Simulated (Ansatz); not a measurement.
Reactions of CH5B2N, SMILES `BC=NB`.

Gas-phase electronic energies from Ansatz, PBE0-D4/def2-TZVP geometries. CCSD(T)/CBS is the MP2 limit (def2-TZVPP, def2-QZVPP) plus CCSD(T) − MP2 in def2-TZVPP, frozen cores. This one scheme is used for every species. Double bonds are as drawn, so ΔE can hold a change between cis and trans. DFT in def2-TZVPP. Each species was taken in one conformer, which may not be the lowest.

```tsv
reaction	ωB97X-V (kJ/mol)
`BC=NB` + `CN[SiH2][SiH3]` → `BN(C)[SiH2][SiH3]` + `BN=C`	-146
`BC=NB` + H₂ → `BN=C` + BH₃	-12
`BC=NB` + `OC(O)CF` → `BN=CBCF` + `OCO`	-21
`BC=NB` + `OCF` → `BOCF` + `BN=C`	-132
`BC=NB` + `CSC=N` → `BN=CSC` + `BN=C`	-112
`BC=NB` + `OBF` → `BOBF` + `BN=C`	-110
`BC=NB` + `[SiH3]N[SiH2]Cl` → `BN([SiH3])[SiH2]Cl` + `BN=C`	-115
`BC=NB` + `O/C=C/[SiH3]` → `B[SiH2]/C=C/O` + `BN=C`	37
```

Problem. Give the CCSD(T)/CBS values in the same order. (Best estimate.)

Solution. Computed: -148, -8, -20, -130, -111, -109, -116, 40 kJ/mol.

Largest T1 diagnostic: 0.017, for `BC=NB`.
